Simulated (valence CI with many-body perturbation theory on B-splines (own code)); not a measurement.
# Tc¹⁰⁺: electric-dipole lines

Calculated by configuration interaction combined with many-body perturbation theory (CI+MBPT): five valence electrons over a frozen Dirac-Fock core [Ar] 3d10, a basis of 11 s, 11 p, 10 d, 8 f, 5 g, 2 h functions for each j, with the one-electron correlation potential Σ1 (screened to all orders), the two-electron term Σ2, the three-electron term Σ3, Breit, model QED; selected single and double excitations, second order for the rest, scaled by the run's own slope (own B-spline code, finite nucleus).

No measured spectrum was set against this ion. As an estimate, levels hold to about 250 cm⁻¹ or 0.2 % of their energy and the worst to 1 %, as in measured heavy ions of charge 2 to 7; those with d or f electrons hold less well. Among the levels kept, up to 2700 cm⁻¹ of a level comes from second order outside the variational space, and about a tenth of that is noise between levels of different J, which matters for small intervals.

Lines 101 to 150 of 569 in falling wavelength, among levels below 108.75 eV, chosen from the strongest by gf and those to the six lowest levels. Wavelengths and rates use the calculated energies, so an error of 700 cm⁻¹ moves a line at 32.69 nm by 0.23 % and its rate by three times that or more. Electric multipoles are in the length gauge, E1 and E2 with the static RPA response of the core. Weak lines are less certain than strong ones. Lines between different terms over intervals too small for the method are left out, as are lines whose strength nearly cancels. Where a level lies close to another of its J and parity, the split of strength between their lines is uncertain. The highest levels of a list are the least certain.

Names give the largest LS component (configuration and term), which can be under half, so a name can repeat, a term be missing and a line seem to break the LS rules; names also repeat where a configuration has a term twice. Letters in brackets count levels of one name in rising energy.

```csv
λ vac (nm),Upper,Lower,A (s⁻¹),log gf,Branch %
32.69,4s4p⁴ ²P_3/2,4s²4p³ ²D°_5/2,1.58e+10,0.00,77.8
32.64,4s4p³4d ²G°_7/2 [b],4s²4p²4d ⁴F_9/2,1.45e+09,-0.73,5.0
32.36,4s4p³4d ²P°_3/2 [c],4s²4p²4d ²D_5/2 [a],9.21e+09,-0.24,5.7
32.32,4s4p³4d ⁴D°_5/2 [c],4s²4p²4d ²F_7/2 [a],6.27e+09,-0.23,8.9
32.24,4s4p³4d ²F°_5/2 [a],4s²4p²4d ²F_5/2 [a],2.44e+09,-0.64,11.7
32.20,4s4p³4d ²G°_7/2 [b],4s²4p²4d ²F_7/2 [a],2.22e+09,-0.56,7.7
32.13,4s4p⁴ ²S_1/2,4s²4p³ ²D°_3/2,9.93e+09,-0.51,57.1
32.04,4s4p³4d ²F°_7/2 [b],4s²4p²4d ⁴D_7/2,3.20e+09,-0.41,19.4
31.96,4s4p³4d ²F°_5/2 [c],4s²4p²4d ²G_7/2,4.85e+09,-0.35,5.1
31.82,4s4p³4d ²P°_1/2 [c],4s²4p²4d ²D_3/2 [b],1.01e+10,-0.51,7.3
31.68,4s4p³4d ²D°_5/2 [b],4s²4p²4d ²G_7/2,3.87e+09,-0.46,5.9
31.66,4s4p³4d ⁴D°_5/2 [c],4s²4p²4d ⁴F_7/2,4.10e+09,-0.43,5.8
31.64,4s4p⁴ ²P_3/2,4s²4p³ ²D°_3/2,1.34e+09,-1.10,6.6
31.57,4p⁵ ²P°_3/2,4s4p⁴ ⁴P_5/2,5.75e+08,-1.46,4.6
31.11,4s4p³4d ⁴D°_3/2 [c],4s²4p²4d ²F_5/2 [a],6.42e+09,-0.43,6.8
31.09,4s4p³4d ⁴D°_1/2 [c],4s²4p²4d ⁴D_3/2,5.32e+09,-0.81,4.6
31.06,4s4p³4d ²F°_7/2 [c],4s²4p²4d ²G_9/2,2.50e+09,-0.54,1.5
31.00,4s4p³4d ⁴D°_7/2 [d],4s²4p²4d ⁴F_9/2,1.60e+10,0.27,51.5
30.92,4s4p³4d ²F°_7/2 [d],4s²4p²4d ²G_9/2,1.31e+10,0.18,31.0
30.82,4s4p³4d ²F°_5/2 [c],4s²4p²4d ⁴D_7/2,1.89e+09,-0.79,2.0
30.63,4s²4p²4d ⁴D_1/2,4s²4p³ ²P°_3/2,1.34e+09,-1.42,27.8
30.60,4s4p³4d ⁴D°_7/2 [d],4s²4p²4d ²F_7/2 [a],2.81e+09,-0.50,9.0
30.56,4s4p³4d ²D°_5/2 [b],4s²4p²4d ⁴D_7/2,2.45e+09,-0.69,3.7
30.48,4s²4p²4d ⁴D_3/2,4s²4p³ ²P°_3/2,2.07e+08,-1.94,2.9
30.47,4s4p³4d ⁴D°_5/2 [c],4s²4p²4d ⁴F_5/2,2.08e+09,-0.76,3.0
30.23,4s4p³4d ²F°_5/2 [b],4s²4p²4d ²F_5/2 [a],1.93e+09,-0.80,18.3
30.19,4s²4p4d² ⁴G°_7/2,4s²4p²4d ²G_9/2,3.99e+09,-0.36,32.6
30.16,4s4p³4d ⁴D°_5/2 [e],4s²4p²4d ²F_7/2 [a],3.30e+09,-0.57,6.2
30.16,4s²4p4d² ⁴G°_5/2 [a],4s²4p²4d ²G_7/2,3.88e+09,-0.50,23.1
30.03,4s4p³4d ⁴D°_3/2 [c],4s²4p²4d ⁴F_5/2,2.99e+09,-0.79,3.2
30.00,4s4p³4d ⁴D°_7/2 [d],4s²4p²4d ⁴F_7/2,4.14e+09,-0.35,13.3
29.92,4s4p³4d ²F°_7/2 [b],4s²4p²4d ⁴F_9/2,6.53e+09,-0.15,39.6
29.73,4s4p³4d ²D°_3/2 [c],4s²4p²4d ⁴D_5/2,4.46e+09,-0.63,6.3
29.58,4s4p³4d ⁴D°_5/2 [e],4s²4p²4d ⁴F_7/2,9.63e+09,-0.12,18.2
29.42,4s4p³4d ⁴D°_3/2 [d],4s²4p²4d ²F_5/2 [a],5.57e+09,-0.54,5.9
29.40,4s4p³4d ⁶D°_3/2,4s4p⁴ ⁴P_5/2,2.79e+08,-1.84,60.0
29.36,4s4p⁴ ²S_1/2,4s²4p³ ⁴S°_3/2,1.04e+09,-1.57,6.0
29.35,4s4p³4d ⁶D°_5/2,4s4p⁴ ⁴P_5/2,2.99e+08,-1.64,79.7
29.32,4s4p³4d ²D°_5/2 [c],4s²4p²4d ²G_7/2,4.92e+09,-0.42,13.0
29.26,4s4p³4d ⁶D°_7/2,4s4p⁴ ⁴P_5/2,1.05e+08,-1.97,54.4
29.24,4s²4p²4d ⁴F_3/2,4s²4p³ ²D°_5/2,2.93e+08,-1.82,11.6
29.14,4s²4p4d² ⁴G°_5/2 [a],4s²4p²4d ⁴D_7/2,2.20e+09,-0.77,13.1
29.12,4s4p⁴ ²P_1/2,4s²4p³ ²D°_3/2,3.27e+09,-1.08,20.2
28.95,4s²4p²4d ⁴D_1/2,4s²4p³ ²P°_1/2,3.20e+08,-2.09,6.7
28.94,4s4p⁴ ²P_3/2,4s²4p³ ⁴S°_3/2,7.13e+08,-1.45,3.5
28.81,4s²4p²4d ⁴D_3/2,4s²4p³ ²P°_1/2,1.82e+08,-2.04,2.6
28.60,4s²4p²4d ⁴F_5/2,4s²4p³ ²D°_5/2,1.87e+08,-1.86,9.0
28.54,4s4p³4d ⁴D°_5/2 [e],4s²4p²4d ⁴F_5/2,5.92e+09,-0.36,11.2
28.53,4s²4p4d² ²F°_5/2 [b],4s²4p²4d ²F_7/2 [b],2.86e+09,-0.68,3.8
28.39,4s²4p²4d ⁴F_3/2,4s²4p³ ²D°_3/2,1.17e+09,-1.25,46.0
```
